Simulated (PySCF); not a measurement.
The 8-electron isoelectronic series, non-relativistic

Calculated with PySCF 2.14 from differences of total energies of unrestricted determinants, without spin-orbit coupling. Each ion has its own even-tempered basis scaled to its charge (17s11p6d5f4g for the first); frozen: nothing. Ionisation energies in eV, correlation energies of the ion in mhartree.

```tsv
ion	configuration	UHF	LDA	PBE	PBE0	r2SCAN	MP2 (all electrons)	E_corr MP2	NIST (with spin-orbit, Breit and QED)
Mo³⁴⁺	[He] 2s2 2p4 (3P)	4579.5	4577.0	4582.1	4581.9	4583.0	4581.1	-268.7	4618 ± 10 (s)
Ru³⁶⁺	[He] 2s2 2p4 (3P)	5093.3	5090.5	5095.9	5095.7	5096.9	5094.9	-269.2	5136 ± 11 (s)
Pd³⁸⁺	[He] 2s2 2p4 (3P)	5634.4	5631.2	5636.9	5636.8	5638.0	5635.9	-269.5	5683 ± 11 (s)
Cd⁴⁰⁺	[He] 2s2 2p4 (3P)	6202.6	6199.1	6205.2	6205.0	6206.3	6204.2	-270.1	6257 ± 12 (s)
Sn⁴²⁺	[He] 2s2 2p4 (3P)	6798.0	6794.2	6800.6	6800.5	6801.9	6799.6	-270.6	6859 ± 13 (s)
Te⁴⁴⁺	[He] 2s2 2p4 (3P)	7420.7	7416.5	7423.3	7423.1	7424.6	7422.3	-271.5	7485 ± 4 (t)
Xe⁴⁶⁺	[He] 2s2 2p4 (3P)	8070.6	8066.0	8073.2	8073.0	8074.6	8072.2	-271.4	8144 ± 4 (t)
Ce⁵⁰⁺	[He] 2s2 2p4 (3P)	9452.0	9446.7	9454.6	9454.4	9456.2	9453.5	-271.8	9545 ± 4 (t)
Nd⁵²⁺	[He] 2s2 2p4 (3P)	10183.5	10177.9	10186.1	10185.9	10187.8	10185.1	-272.1	10288 ± 4 (t)
```

Task: Interpolate the row of Ba⁴⁸⁺.

Result: configuration [He] 2s2 2p4 (3P); UHF 8747.7; LDA 8742.8; PBE 8750.3; PBE0 8750.1; r2SCAN 8751.8; MP2 (all electrons) 8749.3; E_corr MP2 -271.7; NIST (with spin-orbit, Breit and QED) 8831 ± 4 (t).

Each ion has its own basis, which adds noise of up to about 0.1 % along the series.

NIST values marked (s) are semi-empirical, (t) theoretical. Open shells are high-spin determinants of the terms that Hund's rules give; for the heavier ions, far from LS coupling, these are not the ground levels.

All relativistic terms are absent from the calculated values; where these lie close to NIST, scalar and spin-orbit shifts of opposite sign can cancel.
